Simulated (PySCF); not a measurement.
**Name the molecule from its bond curve**

A diatomic of charge +1 contains Zn. Its singlet curve at PBE0 in a double-zeta basis (no relativity, PySCF), in eV from the separated fragments:

(R (Å), E (eV)): (1.323, -1.877), (1.384, -2.107), (1.446, -2.241), (1.492, -2.292), (1.538, -2.307), (1.584, -2.294), (1.646, -2.240), (1.723, -2.127), (1.815, -1.946), (1.938, -1.656)

The fit gives ωe = 1926 cm⁻¹ and the rotational constant Bₑ = 7.180 cm⁻¹.

Q: Which atom is the partner?

A: The minimum lies at 1.538 Å, so the reduced mass is 16.8576 u Å² cm⁻¹/(Bₑ·Re²) = 0.9926 u. With Zn at 63.93 u the partner weighs about 1.0 u: H. The molecule is ZnH⁺.
